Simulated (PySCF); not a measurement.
# Spinor energies of Pb⁶³⁺ (lead, charge +63)

Start: [Ar] 3d1; 3d5/2 filled at m_j = +5/2. Calculated with PySCF 2.14 in an uncontracted even-tempered set (15 s from 21 bohr⁻², ratio 2.8; 12 p from 27 bohr⁻², ratio 2.8; 8 d from 27 bohr⁻², ratio 2.8; 3 f from 82 bohr⁻², ratio 3): generalised Hartree-Fock with the X2C-1e Hamiltonian and a Gaussian nucleus; one run each with spin-orbit coupling (SO) screened by Boettger's factors, then bare. This is a chosen level, not necessarily the ground level.

```json
{"spinor shell": "1s1/2", "electrons": "2", "ε, screened SO (eV)": "-93370.0", "ε, bare SO (eV)": "-93368.3", "weight of nominal j (bare SO)": "1.000", "rms radius, bare SO (bohr)": "0.0181"}
{"spinor shell": "2s1/2", "electrons": "2", "ε, screened SO (eV)": "-20728.8", "ε, bare SO (eV)": "-20728.4", "weight of nominal j (bare SO)": "1.000", "rms radius, bare SO (bohr)": "0.0724"}
{"spinor shell": "2p1/2", "electrons": "2", "ε, screened SO (eV)": "-20107.3", "ε, bare SO (eV)": "-20157.6", "weight of nominal j (bare SO)": "1.000", "rms radius, bare SO (bohr)": "0.0609"}
{"spinor shell": "2p3/2", "electrons": "4", "ε, screened SO (eV)": "-17883.8", "ε, bare SO (eV)": "-17869.5", "weight of nominal j (bare SO)": "1.000", "rms radius, bare SO (bohr)": "0.0692"}
{"spinor shell": "3s1/2", "electrons": "2", "ε, screened SO (eV)": "-8042.7", "ε, bare SO (eV)": "-8042.6", "weight of nominal j (bare SO)": "1.000", "rms radius, bare SO (bohr)": "0.178"}
{"spinor shell": "3p1/2", "electrons": "2", "ε, screened SO (eV)": "-7789.6", "ε, bare SO (eV)": "-7802.3", "weight of nominal j (bare SO)": "1.000", "rms radius, bare SO (bohr)": "0.168"}
{"spinor shell": "3p3/2", "electrons": "4", "ε, screened SO (eV)": "-7218.0", "ε, bare SO (eV)": "-7214.3", "weight of nominal j (bare SO)": "1.000", "rms radius, bare SO (bohr)": "0.183"}
{"spinor shell": "3d5/2", "electrons": "1", "ε, screened SO (eV)": "-6804.3", "ε, bare SO (eV)": "-6797.5", "weight of nominal j (bare SO)": "1.000", "rms radius, bare SO (bohr)": "0.159"}
```

```json
{"quantity": "E (hartree)", "screened SO": "-16592.30473", "bare SO": "-16594.10643"}
{"quantity": "M_J", "screened SO": "5/2", "bare SO": "5/2"}
{"quantity": "⟨J²⟩", "screened SO": "8.750", "bare SO": "8.750"}
{"quantity": "⟨L²⟩", "screened SO": "6.090", "bare SO": "6.095"}
{"quantity": "⟨S²⟩", "screened SO": "0.840", "bare SO": "0.845"}
```

Each row is a mean over spinors that exchange with the open shell spreads, by up to 30.732 eV (3p3/2).

Breit and QED terms are absent; they matter most for the inner s and p1/2 levels.

Densities and radii are taken from the X2C orbitals without a picture-change correction, which distorts them close to the nucleus.
